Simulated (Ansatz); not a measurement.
Total energies of perfluoropentacene, `Fc1c(F)c(F)c2c(F)c3c(F)c4c(F)c5c(F)c(F)c(F)c(F)c5c(F)c4c(F)c3c(F)c2c1F` from Ansatz at PBE0-D4/def2-SVP, gas phase (1 Eh = 27.2114 eV = 2625.5 kJ/mol). The reference geometry is relaxed at r2SCAN-D4/def2-SVP.

| state | geometry | energy (Eh) |
| --- | --- | --- |
| charge 0 singlet | reference | -2232.15100 |
| charge 1 doublet | reference | -2231.89158 |
| charge 1 doublet | relaxed at r2SCAN-D4/def2-SVP | -2231.89736 |
| charge -1 doublet | reference | -2232.24120 |
| free F atom (doublet) | – | -99.54906 |
| free C atom (triplet) | – | -37.76066 |

Single mean-field runs in def2-SVP are fitted with def2-universal-jkfit.

Problem. Work out the vertical ionisation energy to the doublet.

Solution. E(charge 1 doublet) − E(charge 0 singlet) = -2231.89158 − (-2232.15100) = 0.25942 Eh = 7.06 eV. For comparison, −ε of the highest occupied level is 5.83 eV at this level, 1.23 eV less.

Problem. Work out the vertical electron affinity, to the doublet.

Solution. E(charge 0 singlet) − E(charge -1 doublet) = -2232.15100 − (-2232.24120) = 0.09020 Eh = 2.45 eV. The basis lacks diffuse functions, which makes affinities too small.

Problem. Give the fundamental gap IE − EA, the Mulliken electronegativity (IE + EA)/2 and the hardness (IE − EA)/2.

Solution. From the values in Eh: IE − EA = 0.25942 − 0.09020 = 0.16922 Eh = 4.60 eV; (IE + EA)/2 = 4.76 eV; (IE − EA)/2 = 2.30 eV. The HOMO–LUMO gap of the same run is 2.19 eV, 2.41 eV smaller than the fundamental gap.

Problem. How much does the charge 1 doublet relax, and what is the adiabatic ionisation energy?

Solution. Relaxation: -2231.89158 − (-2231.89736) = 0.00578 Eh = 0.16 eV. Adiabatic ionisation energy: 0.25364 Eh = 6.90 eV, without zero-point energy. 

Problem. What is the binding energy per atom against free atoms?

Solution. Atoms: 14 × (-99.54906) + 22 × (-37.76066) = -2224.42136 Eh. Binding: -2224.42136 − (-2232.15100) = 7.72964 Eh = 210.33 eV, or 5.84 eV for each of 36 atoms (no zero-point energy, no counterpoise term).
